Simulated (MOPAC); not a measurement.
MOPAC input (PM7):

```
PM7 FORCE THERMO(298,298) PRECISE LET UHF MS=0.5 GEO-OK AUX(PRECISION=9) THREADS=1
C2H6BO2

C     1.63564504 1   -0.99895754 1    0.45926777 1
C     1.12056402 1    0.02598188 1   -0.42929359 1
B    -0.43709673 1    0.24943400 1   -0.12311266 1
O    -1.10003303 1    1.20729280 1   -0.88305286 1
O    -1.19531367 1   -0.43170409 1    0.84044586 1
H     2.05663647 1   -0.75463242 1    1.40866877 1
H     1.63737288 1   -2.02915364 1    0.18176292 1
H     1.21162280 1   -0.23636637 1   -1.50424756 1
H     1.62515644 1    1.00758795 1   -0.30866562 1
H    -2.03742564 1    1.32566273 1   -0.68236523 1
H    -0.75162043 1   -1.09494965 1    1.37217227 1
```

Output:

```
 *******************************************************************************
 **                                                                           **
 **                              MOPAC v23.2.5                                **
 **                                                                           **
 *******************************************************************************
 ** MOPAC's Digital Object Identifier: https://doi.org/10.5281/zenodo.6511958 **
 **                                                                           **
 ** Please cite the open-source release paper for use of this MOPAC version:  **
 ** J. E. Moussa and J. J. P. Stewart (2026)                                  **
 ** MOPAC: An open-source semiempirical molecular orbital program             **
 ** J. Open Source Softw., 11(119), 8025, https://doi.org/10.21105/joss.08025 **
 *******************************************************************************

                              PM7 CALCULATION RESULTS

 *******************************************************************************
 *  PM7        - The PM7 Hamiltonian to be used
 *  GEO-OK     - OVERRIDE INTERATOMIC DISTANCE AND OTHER SAFETY CHECKS
 *  UHF        - UNRESTRICTED HARTREE-FOCK CALCULATION
 *  MS=        - IN MECI, MAGNETIC COMPONENT OF SPIN =  0.5
 *  LET        - OVERRIDE SOME SAFETY CHECKS
 *  PRECISE    - TIGHTER CRITERIA TO BE USED
 *  FORCE      - FORCE CALCULATION SPECIFIED
 *  AUX        - OUTPUT AUXILIARY INFORMATION
 *  THERMO     - THERMODYNAMIC QUANTITIES TO BE CALCULATED
 *******************************************************************************
PM7 FORCE THERMO(298,298) PRECISE LET UHF MS=0.5 GEO-OK AUX(PRECISION=9) THREADS=1
 C2H6BO2

   ATOM   CHEMICAL          X               Y               Z
  NUMBER   SYMBOL      (ANGSTROMS)     (ANGSTROMS)     (ANGSTROMS)

     1       C          1.63564504  *  -0.99895754  *   0.45926777  *
     2       C          1.12056402  *   0.02598188  *  -0.42929359  *
     3       B         -0.43709673  *   0.24943400  *  -0.12311266  *
     4       O         -1.10003303  *   1.20729280  *  -0.88305286  *
     5       O         -1.19531367  *  -0.43170409  *   0.84044586  *
     6       H          2.05663647  *  -0.75463242  *   1.40866877  *
     7       H          1.63737288  *  -2.02915364  *   0.18176292  *
     8       H          1.21162280  *  -0.23636637  *  -1.50424756  *
     9       H          1.62515644  *   1.00758795  *  -0.30866562  *
    10       H         -2.03742564  *   1.32566273  *  -0.68236523  *
    11       H         -0.75162043  *  -1.09494965  *   1.37217227  *

          CARTESIAN COORDINATES

    NO.       ATOM           X           Y           Z

     1         C          1.6356     -0.9990      0.4593
     2         C          1.1206      0.0260     -0.4293
     3         B         -0.4371      0.2494     -0.1231
     4         O         -1.1000      1.2073     -0.8831
     5         O         -1.1953     -0.4317      0.8404
     6         H          2.0566     -0.7546      1.4087
     7         H          1.6374     -2.0292      0.1818
     8         H          1.2116     -0.2364     -1.5042
     9         H          1.6252      1.0076     -0.3087
    10         H         -2.0374      1.3257     -0.6824
    11         H         -0.7516     -1.0949      1.3722

[...]
 VIBRATION         23   14A'          ATOM PAIR      ENERGY CONTRIBUTION    RADIAL
 FREQUENCY          2717.05         C  2 -- H  8         +48.5% ( 68.6%)     96.6%
 TRANSITION DIPOLE   0.6677         C  2 -- H  9         +48.5% ( 68.6%)     96.8%
 TRAVEL (Ang.)       0.2311         C  1 -- H  6          +0.7% (  8.0%)     97.1%
 REDUCED MASS        0.4645         C  1 -- H  7          +0.7% (  8.0%)     97.1%
 EFFECTIVE MASS      1.2279
 FORCE CONSTANT      2.0205

 VIBRATION         24   10A"          ATOM PAIR      ENERGY CONTRIBUTION    RADIAL
 FREQUENCY          2735.61         C  1 -- H  6         +48.2% ( 71.5%)     98.5%
 TRANSITION DIPOLE   0.6751         C  1 -- H  7         +48.2% ( 71.5%)     98.3%
 TRAVEL (Ang.)       0.2238         C  2 -- H  8          +1.2% ( 11.4%)     97.1%
 REDUCED MASS        0.4921         C  2 -- H  9          +1.2% ( 11.4%)     96.9%
 EFFECTIVE MASS      1.5419
 FORCE CONSTANT      2.1699

 VIBRATION         25   15A'          ATOM PAIR      ENERGY CONTRIBUTION    RADIAL
 FREQUENCY          2751.46         O  5 -- H 11         +90.3% ( 95.1%)     98.5%
 TRANSITION DIPOLE   1.5459         O  4 -- H 10          +9.0% ( 30.1%)     98.8%
 TRAVEL (Ang.)       0.1765         B  3 -- O  5          +0.4% (  6.0%)     37.8%
 REDUCED MASS        0.7865         C  2 -- H  9          +0.1% (  3.3%)     95.8%
 EFFECTIVE MASS      1.3356
 FORCE CONSTANT      3.5080

 VIBRATION         26   16A'          ATOM PAIR      ENERGY CONTRIBUTION    RADIAL
 FREQUENCY          2764.51         O  4 -- H 10         +90.5% ( 95.1%)     98.4%
 TRANSITION DIPOLE   1.2050         O  5 -- H 11          +8.8% ( 29.7%)     98.5%
 TRAVEL (Ang.)       0.1758         B  3 -- O  4          +0.3% (  5.7%)     31.4%
 REDUCED MASS        0.7894         C  2 -- H  8          +0.1% (  3.8%)     93.8%
 EFFECTIVE MASS      1.3331
 FORCE CONSTANT      3.5544

 VIBRATION         27   17A'          ATOM PAIR      ENERGY CONTRIBUTION    RADIAL
 FREQUENCY          2787.18         C  1 -- H  6         +49.1% ( 68.8%)     96.0%
 TRANSITION DIPOLE   0.3907         C  1 -- H  7         +49.1% ( 68.8%)     96.2%
 TRAVEL (Ang.)       0.2267         C  2 -- H  8          +0.6% (  7.7%)     89.4%
 REDUCED MASS        0.4707         C  2 -- H  9          +0.6% (  7.7%)     89.8%
 EFFECTIVE MASS      1.2285
 FORCE CONSTANT      2.1546

      SYMMETRY NUMBER FOR POINT-GROUP Cs  =  1

          SYSTEM IS A GROUND STATE

 C2H6BO2

          MOLECULE IS NOT LINEAR

          THERE ARE 27 GENUINE VIBRATIONS IN THIS SYSTEM
          THIS THERMODYNAMICS CALCULATION IS LIMITED TO
          MOLECULES WHICH HAVE NO INTERNAL ROTATIONS

                    CALCULATED THERMODYNAMIC PROPERTIES
                                          *
   TEMP. (K)   PARTITION FUNCTION   H.O.F.    ENTHALPY  HEAT CAPACITY ENTROPY
                                   KCAL/MOL   CAL/MOLE    CAL/K/MOL  CAL/K/MOL

 298.00  VIB.     0.9948D+02                  2532.9438    17.4639    17.6409
         ROT.     0.9346D+05                   888.2803     2.9808    25.7249
         INT.     0.9297D+07                  3421.2241    20.4447    43.3658
         TRA.     0.6015D+27                  1480.4672     4.9680    38.7727
         TOT.                     -134.916    4901.6913    25.4128    82.1385

   *: NOTE: HEATS OF FORMATION ARE RELATIVE TO THE
            ELEMENTS IN THEIR STANDARD STATE AT 298K
              (=  Standard Enthalpy of Formation).

            Hvib:  Zero-point energy is not included.
                   frequencies of less than zero cm-1 are not included.
            Hrot = (3/2)RT
            Htra = (3/2)RT + pV = (5/2)RT

            Heat capacity is Cp, not Cv

          For more information, see: HTTP://OpenMOPAC.net/Manual/thermochemistry.html

           FORCE CONSTANT IN CARTESIAN COORDINATES (Millidynes/A)

    ATOM   CHEMICAL       X               Y               Z
   NUMBER   SYMBOL  FORCE CONSTANT  FORCE CONSTANT  FORCE CONSTANT

      1       C        8.785748        1.541158        6.588898
      2       C        8.429368        5.007854        5.863188
      3       B        7.628421        6.735136        1.432765
      4       O        5.531038        4.174905        0.379038
      5       O        6.016837        3.470294        0.336587
      6       H        1.819079        0.175007        3.180396
      7       H        1.800718        0.175377        3.198388
      8       H        1.313762        1.267699        2.694510
      9       H        1.301275        1.256753        2.717943
     10       H        1.182455        3.617801        0.156283
     11       H        4.280675        0.447232        0.120551

 **********************
 *                    *
 * JOB ENDED NORMALLY *
 *                    *
 **********************

 == MOPAC DONE ==
```
